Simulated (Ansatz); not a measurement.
`C[SiH2]BO[SiH3]` → `[SiH3]BOC[SiH3]`  (isomerisation)

Program: Ansatz. Geometries: PBE0-D4/def2-TZVP. ΔE: electronic, gas phase. CBS: MP2 limit from def2 TZ/QZ plus the TZ coupled-cluster correction, frozen cores. DFT in def2-TZVPP. One conformer a species, not always the lowest.

CCSD(T)/CBS gives +1.95 eV.

Problem. Another level gave +1.90 eV. Which?
A. PBE0/def2-TZVPP
B. ωB97M-V/def2-TZVPP
C. SCS-MP2/def2-TZVPP
D. PBE-D4/def2-TZVPP

Solution. B. ωB97M-V 1.90, PBE0 1.84, SCS-MP2/def2-TZVPP 2.00, PBE-D4 1.73 eV.

Largest T1 diagnostic among the species: 0.015.

In def2-TZVPP, CCSD(T) changes the Hartree–Fock value by −0.20 eV (the triples alone add −0.04 eV) and MP2 by −0.09 eV. From PBE to PBE0 (25 % exact exchange), in def2-TZVPP and without D4, ΔE moves by +0.10 eV.
